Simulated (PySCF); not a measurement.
Compound: C8H9OP.
Cartesian coordinates in Å at the GFN2-xTB level; atoms count from 1:
```xyz
19
C8H9OP angstrom
C     -2.6473   -0.4539   -0.3886
C     -1.5709    0.1904    0.4543
O     -1.8191    1.0549    1.2596
C     -0.1881   -0.3369    0.2319
C     -0.0274   -1.7136    0.2316
P      1.4588   -2.5804    0.0351
C      2.5390   -1.2388   -0.1570
C      2.1736    0.0889   -0.1259
C      0.8781    0.5576    0.0658
C      0.6333    2.0351    0.0701
H     -3.4784    0.2378   -0.5034
H     -2.2641   -0.7532   -1.3603
H     -3.0193   -1.3381    0.1275
H     -0.9071   -2.3252    0.3888
H      3.5845   -1.4772   -0.3097
H      2.9549    0.8282   -0.2553
H     -0.1417    2.3023   -0.6471
H      0.2887    2.3543    1.0521
H      1.5427    2.5771   -0.1771
```

Probes without a nucleus sit at each ring's centroid and 1 Å off its mean plane on both sides; NICS is minus the shielding there, NICSzz its component along the normal. Level: GIAO PBE0/pcSseg-1 (PySCF, non-relativistic, gas phase) on the GFN2-xTB geometry, one conformer.

Ring bond lengths (Å), with Mayer bond orders in brackets: C4–C5 1.386 (1.45), C5–P6 1.732 (1.32), P6–C7 1.733 (1.30), C7–C8 1.377 (1.48), C8–C9 1.391 (1.45), C9–C4 1.402 (1.32).

Q: Give the NICS values of each ring in ppm.

A: 
```
             ring                                               type  NICS(0)  NICS(1), two faces  NICS(1)zz, two faces  rms pucker (Å)  centre to ring atoms, mean (Å)
C4–C5–P6–C7–C8–C9  6-membered ring with P; formal bonds all aromatic     -7.6       -10.4 / -10.5         -25.6 / -25.9            0.00                            1.49
```

Q: What do they say, and how far can they be read as aromaticity?

A: 
- C4–C5–P6–C7–C8–C9: mean NICS(1)zz -25.7 ppm, shielded.

Q: And the bond-length index? HOMA = 1 − mean of α(R − Ropt)² over the ring bonds, with Krygowski's 1993 parameters (CC: Ropt 1.388 Å, α 257.7 Å⁻²; CP: Ropt 1.698 Å, α 118.91 Å⁻²).

A: 
- C4–C5–P6–C7–C8–C9: HOMA 0.94; the largest term is that of P6–C7, α(R − Ropt)² = 0.15.

Q: What field does 11.7 T along the ring normal induce along that normal at the second NICS(1) probe listed for ring C4–C5–P6–C7–C8–C9, 1 Å off the ring?

A: NICSzz × B0 = -25.9 ppm × 11.7 T = -303 μT, against the applied field.
